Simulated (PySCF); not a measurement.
Structure elucidation problem

Molecular formula: C$_{3}$HF$_{7}$. Simulated spectra:

¹H NMR (300 MHz, computed): δ 5.89 (m, 1H).

¹³C{¹H} NMR (computed): δ 129.3 (C), 118.7 (CH), 117.1 (C).

- geometry from PBE0-D3(BJ)/def2-TZVP
- B97-2/pcSseg-2 with gauge-including orbitals
- program: PySCF
- a single conformation, rapidly exchanging positions averaged, no solvent model, relativity neglected

δ = σ(ref) − σ, references computed at the same level: ¹H and ¹³C against TMS.

**Question.** Propose a structure and justify it.

**Answer.** 
1. Rings plus π bonds: 0.
2. 3 carbon signals for 3 carbons: no two carbons are equivalent.
3. Carbon types of the structure: 2 × C, 1 × CH, which accounts for all hydrogens.
4. δC 129.3: CF3 carbon; 3 electronegative neighbours deshield it.
5. δC 118.7: sp3 CH bonded to 2 F; 2 electronegative neighbours deshield it.
6. δC 117.1: fully substituted sp3 carbon bonded to 2 F; 2 electronegative neighbours deshield it.
7. δH 5.89: hydrogen on an sp3 CH bonded to 2 F; its carbon carries F, an electronegative neighbour.

Structure: SMILES FC(C(C(F)F)(F)F)(F)F.

The data come from this structure; uniqueness wasn't tested.

Splittings by ¹⁹F in the carbon and heteronuclear signals aren't shown, as no couplings were computed. Shifts are as computed. Against solution values, carbons near 30 ppm lie about +3 ppm off and those near 130 ppm about +7 ppm. Of 1211 compounds with measured shifts, 218 miss one by over three times the rms of a fit or turn the order of signals round; such compounds aren't used in these exercises.
